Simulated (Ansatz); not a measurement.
`C#CC(=C)[SiH3]` and `C=C([SiH3])[SiH2]O` differ in one atom or group.

Ansatz, PBE0-D4/def2-TZVP geometries, multiplicity 1. Each molecule was computed in one conformer, which needn't be the lowest.

| property | `C#CC(=C)[SiH3]` |
| --- | --- |
| size of the dipole moment (PBE/def2-TZVPP) / D | 0.47 |
| HOMO–LUMO gap (ωB97M-V/def2-TZVPP) / eV | 10.23 |
| size of the dipole moment (B3LYP/def2-TZVPP) / D | 0.50 |
| size of the dipole moment (ωB97M-V/def2-TZVPP) / D | 0.54 |
| HOMO–LUMO gap (PBE/def2-TZVPP) / eV | 4.08 |
| LUMO energy (B3LYP/def2-TZVPP) / eV | -1.46 |

(1) What does the change do to each property? (Estimate.)

Answers

(1) Computed: 
```json
{"property": "size of the dipole moment (PBE/def2-TZVPP) / D", "`C=C([SiH3])[SiH2]O`": "1.53", "shift": "1.06"}
{"property": "HOMO–LUMO gap (ωB97M-V/def2-TZVPP) / eV", "`C=C([SiH3])[SiH2]O`": "11.49", "shift": "1.26"}
{"property": "size of the dipole moment (B3LYP/def2-TZVPP) / D", "`C=C([SiH3])[SiH2]O`": "1.56", "shift": "1.06"}
{"property": "size of the dipole moment (ωB97M-V/def2-TZVPP) / D", "`C=C([SiH3])[SiH2]O`": "1.61", "shift": "1.07"}
{"property": "HOMO–LUMO gap (PBE/def2-TZVPP) / eV", "`C=C([SiH3])[SiH2]O`": "4.98", "shift": "0.90"}
{"property": "LUMO energy (B3LYP/def2-TZVPP) / eV", "`C=C([SiH3])[SiH2]O`": "-1.09", "shift": "0.37"}
```

With PBE0 the HOMO falls by 0.77 eV and the LUMO rises by 0.38 eV, so the gap widens by about 1.15 eV. PBE moves the HOMO by -0.57 eV and ωB97M-V by -0.86 eV. Dipoles are sizes alone; their direction can turn.

B3LYP here is the variant with VWN-RPA as its local correlation; programs differ in this.
